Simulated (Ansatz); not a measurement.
Q: Predict a relaxed structure of the cluster Zn2F2⁺, charge 1, doublet, at PBE0-D4/def2-SVP (Ansatz).

A: 
Cartesian coordinates in Å:
```
Zn -0.4630 0.3102 0.7888
Zn 1.3372 -0.8930 -2.2884
F 0.3980 -0.2595 -0.7023
F -1.2722 0.8423 2.2019
```
Point group C∞v (tolerance 0.1 Å). This is one stationary point.

The structure comes from a short search, and lower isomers may exist.
